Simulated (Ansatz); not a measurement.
AlH4N (SMILES [NH2][AlH2]) moved off its minimum; all values from Ansatz (a program for electronic structure), cores frozen in correlated methods.
(charge 0, multiplicity 1)
```xyz
6

Al     0.03820    -0.31913    -0.66935
H     -1.42763    -0.04684    -1.58780
H      1.35833    -1.14826    -0.91402
N     -0.03214     0.47690     0.95616
H     -0.87414     1.03225     1.34398
H      0.77542     0.54174     1.67835
```

Forces at r2SCAN/def2-TZVPP (eV/Å):

```
atom      Fx      Fy      Fz
----  ------  ------  ------
Al1   -1.446   0.816   0.474
H2     1.480  -0.391   0.695
H3    -0.080  -0.008  -0.254
N4     0.040   1.110   1.872
H5     2.043  -1.303  -0.968
H6    -2.037  -0.224  -1.819
```

Task: Give the forces (eV/Å), the total energy and the dipole at CCSD(T)/aug-cc-pV(T+d)Z.

Result: 
| atom | Fx | Fy | Fz |
|---|---|---|---|
| Al1 | -1.439 | 0.726 | 0.314 |
| H2 | 1.496 | -0.394 | 0.697 |
| H3 | -0.095 | 0.000 | -0.261 |
| N4 | 0.038 | 1.174 | 1.996 |
| H5 | 1.998 | -1.280 | -0.954 |
| H6 | -1.998 | -0.226 | -1.791 |
Energy -299.0901 hartree, dipole 0.76 D.
